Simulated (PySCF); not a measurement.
Job file and geometry (Å, from GFN2-xTB) of an NMR shielding run on `[H]/N=C\C[SiH2]c1cccnc1`, C$_{7}$H$_{10}$N$_{2}$Si, PySCF, GIAO PBE0/pcSseg-1 NMR shielding, non-relativistic, gas phase; density fitting, a coarse starting grid and PySCF grid level 2 are the driver's defaults:

```
$ OMP_NUM_THREADS=1 python probes_run.py task.json out

{"job": {"kind": "nmr", "xc": "PBE0", "basis": "pcSseg-1"}, "charge": 0, "multiplicity": 1}
N     -2.045440     2.012844    -0.211835
C     -2.460758     0.867179    -0.514877
C     -2.382969    -0.385255     0.278136
Si    -0.942314    -1.490987    -0.344503
C      0.701048    -0.639261     0.017674
C      1.035096     0.595552    -0.537357
C      2.254362     1.178219    -0.235405
C      3.115008     0.498645     0.612719
N      2.820992    -0.674160     1.148408
C      1.653296    -1.215451     0.858580
H     -1.621320     2.081073     0.714008
H     -2.912325     0.772124    -1.499778
H     -3.310644    -0.945788     0.172219
H     -2.235679    -0.156592     1.335518
H     -1.092671    -1.693816    -1.789172
H     -0.996892    -2.763283     0.380038
H      0.343211     1.102501    -1.195292
H      2.529956     2.135740    -0.649649
H      4.082663     0.904918     0.877701
H      1.460231    -2.173524     1.325295
```

Q: What does the program print?

A: 
```
coarse grid: 17552 points
cycle   1  E = -670.9871596725  dE =  1.538e+00  |g| = 5.026e-01  |ddm| = 4.253e+00
cycle   2  E = -670.9428069924  dE =  4.435e-02  |g| = 6.894e-01  |ddm| = 1.224e+00
cycle   3  E = -671.0477212289  dE = -1.049e-01  |g| = 1.289e-01  |ddm| = 6.981e-01
cycle   4  E = -671.0510252585  dE = -3.304e-03  |g| = 4.987e-02  |ddm| = 1.262e-01
cycle   5  E = -671.0515926146  dE = -5.674e-04  |g| = 1.072e-02  |ddm| = 4.949e-02
cycle   6  E = -671.0516141124  dE = -2.150e-05  |g| = 4.763e-03  |ddm| = 1.289e-02
cycle   7  E = -671.0516195399  dE = -5.427e-06  |g| = 9.565e-04  |ddm| = 4.691e-03
final grid: 166088 points
cycle   8  E = -671.1063161791  dE = -4.013e-05  |g| = 8.542e-03  |ddm| = 4.004e-02
cycle   9  E = -671.1063091577  dE =  7.021e-06  |g| = 1.024e-02  |ddm| = 1.870e-02
cycle  10  E = -671.1063338950  dE = -2.474e-05  |g| = 1.809e-03  |ddm| = 1.048e-02
cycle  11  E = -671.1063346855  dE = -7.904e-07  |g| = 3.972e-04  |ddm| = 1.994e-03
cycle  12  E = -671.1063347213  dE = -3.587e-08  |g| = 1.050e-04  |ddm| = 4.314e-04
cycle  13  E = -671.1063347235  dE = -2.218e-09  |g| = 4.269e-05  |ddm| = 1.278e-04
cycle  14  E = -671.1063347240  dE = -4.466e-10  |g| = 1.147e-05  |ddm| = 4.768e-05
converged SCF energy = -671.1063347240

GIAO shielding tensors (ppm)
atom      isotropic    diamagn.    paramagn.     s11        s22        s33       span
  0 N      -94.683     326.274    -420.957   -420.360    -83.601    219.912    640.273
  1 C       12.961     254.966    -242.005   -106.181     17.564    127.499    233.680
  2 C      154.350     257.084    -102.734    137.425    142.482    183.143     45.717
  3 Si     402.868     883.445    -480.577    380.933    399.061    428.611     47.678
  4 C       55.775     265.059    -209.284    -45.089     23.130    189.284    234.373
  5 C       37.389     255.571    -218.182    -83.630     14.194    181.603    265.234
  6 C       59.349     257.949    -198.600    -55.846     54.508    179.384    235.230
  7 C       29.169     252.353    -223.184    -82.527     21.434    148.601    231.129
  8 N      -91.373     331.738    -423.111   -404.344   -174.902    305.127    709.471
  9 C       25.961     250.232    -224.271    -87.259     25.664    139.479    226.739
 10 H       21.319      36.549     -15.230      9.620     25.140     29.197     19.576
 11 H       23.672      30.074      -6.402     20.583     22.781     27.653      7.071
 12 H       29.450      29.770      -0.319     25.909     27.645     34.797      8.889
 13 H       30.053      33.423      -3.370     27.435     28.574     34.150      6.715
 14 H       26.911      30.632      -3.721     24.232     24.772     31.729      7.497
 15 H       27.029      30.766      -3.737     23.127     25.753     32.207      9.080
 16 H       23.499      35.789     -12.290     19.363     22.145     28.990      9.627
 17 H       24.315      32.020      -7.705     21.579     23.313     28.053      6.474
 18 H       22.701      28.260      -5.559     18.798     22.648     26.656      7.858
 19 H       22.658      31.460      -8.802     18.027     21.416     28.532     10.505
```

Q: Turn these shieldings into chemical shifts. Referencing at the same level of theory: NH3 for $^{15}$N (267.73 ppm); TMS for $^{13}$C (186.93 ppm) and $^{29}$Si (349.16 ppm) and $^{1}$H (31.72 ppm).

A: Averaging equivalent atoms: N 0: 362.4; N 8: 359.1; C 1: 174.0; C 9: 161.0; C 7: 157.8; C 5: 149.5; C 4: 131.2; C 6: 127.6; C 2: 32.6; Si 3: -53.7; H 10: 10.40; H 19: 9.06; H 18: 9.02; H 16: 8.22; H 11: 8.04; H 17: 7.40; H 14/15: 4.75; H 12/13: 1.97 ppm. Experimental scales use liquid or dissolved standards, which lie at an offset from isolated NH3 (liquid NH3: subtract about 20 ppm). Unscaled 15N shifts of sp2 nitrogen come out 20 to 40 ppm too high even then.

Size and cost of the density-fitted run: 227 basis functions, 3.1 min wall time (2.1 min CPU) on 1 thread of an Intel Xeon, shared host; peak memory 1 GiB.
